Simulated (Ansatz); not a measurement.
A relaxation, step by step

SiPH7SO, singlet, PBE0-D4/def2-TZVP (Ansatz 0.2.0). Settings:

```yaml
hamiltonian: {xc: pbe0, dispersion: d4}
relax: {f_tol: 0.005, max_steps: 200}
```

Start, a step off a saddle point along its unstable mode:

```
11
angstrom
Si -0.9433 0.0857 -0.0014
S 0.8653 -2.0890 0.6026
H -1.3746 -0.9151 -1.0128
H -1.2531 -0.2021 1.4176
O -1.8065 1.4682 -0.2914
H 1.6420 -0.7660 0.6328
P 1.2753 0.6551 -0.1612
H 0.5386 -1.9678 1.8924
H -2.0607 1.6203 -1.2031
H 1.5089 2.0259 -0.4607
H 1.6081 0.0847 -1.4146
```

| step | energy less the last (meV) | largest force component (eV/Å) |
| --- | --- | --- |
| 1 | 948.2 | 1.287 |
| 4 | 179.9 | 0.881 |
| 7 (rejected trial) | 64.4 | 0.636 |
| 10 | 40.7 | 0.216 |
| 13 (rejected trial) | 36.8 | 0.094 |
| 16 | 35.8 | 0.028 |
| 19 | 34.4 | 0.126 |
| 22 | 30.2 | 0.059 |
| 25 | 17.0 | 0.234 |
| 28 | 4.3 | 0.089 |
| 31 | 2.0 | 0.036 |
| 34 | 1.0 | 0.121 |
| 37 | 0.2 | 0.009 |
| 40 | 0.0 | 0.012 |
| 43 (rejected trial) | 0.0 | 0.008 |
| 44 | 0.0 | 0.002 |

Step 4, positions (Å) and forces (eV/Å):

```csv
atom,x,y,z,Fx,Fy,Fz
Si1,-0.950,0.271,-0.039,-0.080,0.073,-0.015
S2,1.152,-2.401,0.777,0.180,0.297,0.110
H3,-1.262,-0.816,-0.999,0.029,-0.023,-0.022
H4,-1.325,-0.144,1.338,0.123,0.075,-0.058
O5,-1.883,1.602,-0.347,-0.035,-0.011,-0.217
H6,1.794,-1.185,0.787,-0.102,-0.613,0.046
P7,1.272,0.767,-0.158,0.018,-0.654,0.315
H8,0.604,-2.141,1.974,-0.023,-0.067,0.004
H9,-2.007,1.832,-1.274,0.052,-0.013,0.240
H10,1.156,2.056,-0.632,-0.172,0.881,-0.389
H11,1.450,0.159,-1.426,0.011,0.055,-0.015
```

Step 16, positions (Å) and forces (eV/Å):

| atom | x | y | z | Fx | Fy | Fz |
| --- | --- | --- | --- | --- | --- | --- |
| Si1 | -0.938 | 0.315 | -0.079 | -0.004 | 0.018 | -0.002 |
| S2 | 1.055 | -2.515 | 0.841 | -0.022 | -0.011 | -0.006 |
| H3 | -1.188 | -0.846 | -0.972 | 0.004 | -0.002 | 0.003 |
| H4 | -1.234 | -0.044 | 1.328 | 0.002 | -0.005 | -0.002 |
| O5 | -1.983 | 1.555 | -0.400 | -0.004 | 0.002 | -0.012 |
| H6 | 2.159 | -1.794 | 1.088 | 0.021 | 0.015 | 0.006 |
| P7 | 1.232 | 0.955 | -0.262 | 0.007 | -0.028 | 0.000 |
| H8 | 0.531 | -2.223 | 2.041 | 0.001 | 0.000 | 0.003 |
| H9 | -1.939 | 1.952 | -1.271 | 0.001 | -0.006 | 0.010 |
| H10 | 0.911 | 2.248 | -0.757 | -0.004 | 0.010 | 0.002 |
| H11 | 1.393 | 0.399 | -1.558 | -0.003 | 0.006 | -0.003 |

Step 19, positions (Å) and forces (eV/Å):

| atom | x | y | z | Fx | Fy | Fz |
| --- | --- | --- | --- | --- | --- | --- |
| Si1 | -0.926 | 0.317 | -0.078 | 0.005 | -0.019 | 0.001 |
| S2 | 1.088 | -2.548 | 0.855 | 0.056 | 0.098 | 0.126 |
| H3 | -1.182 | -0.872 | -0.934 | 0.002 | 0.015 | 0.007 |
| H4 | -1.195 | -0.011 | 1.342 | 0.002 | 0.010 | -0.009 |
| O5 | -1.981 | 1.543 | -0.415 | 0.007 | 0.005 | -0.017 |
| H6 | 2.138 | -1.765 | 1.167 | -0.103 | -0.076 | -0.034 |
| P7 | 1.244 | 0.933 | -0.317 | -0.016 | 0.053 | -0.117 |
| H8 | 0.479 | -2.289 | 2.026 | 0.044 | -0.023 | -0.087 |
| H9 | -1.922 | 1.945 | -1.284 | -0.008 | -0.009 | 0.011 |
| H10 | 0.928 | 2.272 | -0.696 | 0.018 | -0.092 | 0.038 |
| H11 | 1.327 | 0.476 | -1.664 | -0.009 | 0.037 | 0.081 |

Last step (44):

```
11
angstrom
Si -0.9152 0.2984 -0.1772
S 0.9004 -2.7412 1.2171
H -1.1863 -0.9389 -0.9554
H -1.1438 0.0813 1.2683
O -1.9574 1.5081 -0.5944
H 1.8511 -1.9205 0.7420
P 1.2649 0.7872 -0.4990
H 0.9052 -2.1397 2.4161
H -1.9469 1.8091 -1.5038
H 1.1392 2.1274 -0.0460
H 1.0886 1.1287 -1.8675
```

The run took about 110 s on 4 CPU threads of an Arm Neoverse V2 (shared host).
